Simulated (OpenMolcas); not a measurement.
**Ni2+: CASPT2 settings compared**

```yaml
Program: OpenMolcas 26.06
Basis: ANO-R2 [6s5p4d2f1g]
Scalar_Hamiltonian: X2C, finite nucleus
Active_space: 8 electrons in 5 orbitals (3d)
State_averaging: 2S+1 = 3 even, 10 roots; 2S+1 = 1 even, 14 roots kept (CI in the orbitals of an earlier block)
Spin-orbit_coupling: RASSI with atomic mean-field integrals over the reference wave functions, term energies averaged over their components
```

Methods on the same reference wave functions:
A. CASSCF
B. SS-CASPT2, IPEA 0.5 Eh, imaginary shift 0.05 Eh (closed shells correlated: 3s 3p)
C. SS-CASPT2, IPEA 0.35 Eh, imaginary shift 0.15 Eh (closed shells correlated: 3s 3p)
D. SS-CASPT2, IPEA 0.2 Eh, imaginary shift 0.15 Eh (closed shells correlated: 3s 3p)

Energies in cm⁻¹ above 3d⁸ ³F₄, the measured ground level; measured values from Corliss and Sugar, J. Phys. Chem. Ref. Data 10, 197 (1981).

| Level | A | B | C | D | Measured |
| --- | --- | --- | --- | --- | --- |
| 3d⁸ ³F₄ | 0.0 | 0.0 | 0.0 | 0.0 | 0.0 |
| 3d⁸ ³F₃ | 1358 | 1360 | 1360 | 1360 | 1361 |
| 3d⁸ ³F₂ | 2292 | 2270 | 2270 | 2270 | 2270 |
| 3d⁸ ¹D₂ | 17147 | 13690 | 13630 | 13570 | 14032 |
| 3d⁸ ³P₂ | 20767 | 17180 | 17030 | 16860 | 16662 |
| 3d⁸ ³P₁ | 21156 | 17550 | 17390 | 17210 | 16978 |
| 3d⁸ ³P₀ | 21491 | 17890 | 17730 | 17550 | 17231 |
| 3d⁸ ¹G₄ | 26613 | 23380 | 23410 | 23430 | 23109 |

Deviations, from unrounded energies. A percentage is the sum of absolute deviations over the sum of measured energies, with the sign that they share, or ± where signs differ.

```tsv
Against measurement	Levels	A	B	C	D
mean absolute deviation (cm-1)	7	2700	340	280	220
fine structure of the ground term (%)	2	±0.7	±0.1	±0.1	±0.1
other terms of the ground configuration (%)	5	+21.8	±2.7	±2.3	±1.8
```

D lies closest to measurement on these levels and A furthest from it. The largest miss of D in the table is 3d⁸ ¹D₂, by -460 cm-1. The ranking rests on the paired levels alone, and a cruder setting can come out closer through cancelling errors.

Among B to D the level of the table that moves most is 3d⁸ ³P₁, by 340 cm-1 (lowest in D, highest in B). Moves below CASPT2's spread within the term are not significant.

The mean deviations of B to D differ by less than CASPT2's widest spread within a term (1100 cm-1), so their order carries little weight.

From A to B the spin-free energies of the other terms of 3d⁸ shown, above ³F, scale by factors of 0.79 to 0.87, as is usual when dynamic correlation screens the repulsion within a d or f shell.

The lowest spin-free term lies below A's lowest term by 0.635 hartree in B, 0.639 hartree in C, 0.642 hartree in D.

CASPT2 breaks the degeneracy within a term, and the mean is taken; among the terms shown or strongly mixed into the levels shown the widest spread is 1100 cm-1 (3d⁸ ³F, D). Terms from blocks run as CI alone lack orbitals of their own. Without dynamic correlation excited terms often stand tens of per cent too high (terms of higher spin than the ground term too low), and those without a measured partner can miss by more than the paired ones (holds for A). Some levels mix across a computed gap that differs much from the measured one, so their mixing is not that of the real levels (holds for A; B). Measured partners are found by configuration, term and J. A level has none where our copy of the source lacks it or the pairing is in doubt (some pairs that miss far off the trend of their configuration count as doubtful), and it then counts in no deviation. Only configurations of the active space appear.
